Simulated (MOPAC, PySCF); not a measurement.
CH3ClSi, SMILES `Cl[Si]C` (lower singlet), neutral singlet in the gas phase. This singlet lies 1.63 eV below the relaxed triplet at the level frozen-core CCSD(T)/cc-pVTZ // B3LYP-D3(BJ)/def2-TZVP (Ansatz).

Cartesian coordinates (Å):
```xyz
6

C     -0.6036     0.0145    -0.0276
Si     0.9273    -1.0396    -0.3981
Cl     2.4034     0.3184     0.2581
H     -0.6671     0.2039     1.0499
H     -1.5198    -0.4856    -0.3490
H     -0.5360     0.9909    -0.5171
```
Charge 0, spin multiplicity 1.

All levels are single points at this geometry (B3LYP-D3(BJ)/def2-TZVP); Pople sets use spherical d functions. Orbital energies aren't observables, and empty levels follow the basis.

B3LYP/LANL2DZ in PySCF gives gap (eV) = 3.58.

Problem. Estimate the gap (eV) from each of these levels: B3LYP-D3(BJ)/def2-TZVP in PySCF; PBE-D3(BJ)/def2-TZVP in PySCF; B3LYP/3-21G in PySCF; BP86/6-31G* in PySCF; M06-2X/6-31G* in PySCF; SVWN5/6-31G* in PySCF; HF/3-21G in PySCF; HF/6-31G* in PySCF; AM1 in MOPAC; PM3 in MOPAC; PM6 in MOPAC; PM7 in MOPAC.

Solution. 
```json
[
 {"level": "B3LYP-D3(BJ)/def2-TZVP in PySCF", "gap (eV)": "3.81"},
 {"level": "PBE-D3(BJ)/def2-TZVP in PySCF", "gap (eV)": "2.27"},
 {"level": "B3LYP/3-21G in PySCF", "gap (eV)": "3.63"},
 {"level": "BP86/6-31G* in PySCF", "gap (eV)": "2.22"},
 {"level": "M06-2X/6-31G* in PySCF", "gap (eV)": "5.98"},
 {"level": "SVWN5/6-31G* in PySCF", "gap (eV)": "2.13"},
 {"level": "HF/3-21G in PySCF", "gap (eV)": "9.67"},
 {"level": "HF/6-31G* in PySCF", "gap (eV)": "9.77"},
 {"level": "AM1 in MOPAC", "gap (eV)": "6.86"},
 {"level": "PM3 in MOPAC", "gap (eV)": "6.38"},
 {"level": "PM6 in MOPAC", "gap (eV)": "6.59"},
 {"level": "PM7 in MOPAC", "gap (eV)": "9.10"}
]
```
